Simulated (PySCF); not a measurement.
The multiplicity is imposed and other spin states were not computed.

## [Au(CO)(CN)] (charge 0, multiplicity 1)

All values below come from PBE-D3(BJ)/def2-TZVP // PBE-D3(BJ)/def2-SVP (PySCF 2.14.0).

HOMO: -7.77 eV
dipole moment: 6.04 D
LUMO: -3.95 eV
HOMO–LUMO gap: 3.81 eV
charge on the central atom (Mulliken): 0.27 e
mean C–O bond length of the carbonyls: 1.145 Å
total energy: -341.8478 Ha
cost: around 40 core-seconds (rough)

Bonds (Å): Au1–C3 1.940, Au1–C4 1.985, O2–C3 1.145, C4–N5 1.177. Bond angles (°): C3–Au1–C4 180.0, Au1–C3–O2 180.0, Au1–C4–N5 180.0.
Charge 0, spin multiplicity 1.
